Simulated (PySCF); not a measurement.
RbF, SMILES [F][Rb].

Coordinates come from a B3LYP-D3(BJ)/def2-TZVPD optimisation. The def2 effective core potentials stand for the cores of Rb; spin–orbit coupling is left out.

The numbers are results of PBE/def2-TZVPD (PySCF), not measurements.

The molecule is in vacuum.

* **total energy**: -123.93610 hartree
* **point group**: C∞v
* **highest occupied level**: -4.47 eV
* **lowest empty level**: -1.61 eV
* **orbital gap**: 2.86 eV
* **dipole moment**: 8.93 D
* **quadrupole, principal values (traceless, Buckingham form, about the centre of nuclear charge)**: -14.28, 7.14, 7.14 D·Å
* **mean static polarisability**: 27.9 bohr³ (4.14 Å³)
* **polarisability, principal values**: 21.5, 21.5, 40.7 bohr³
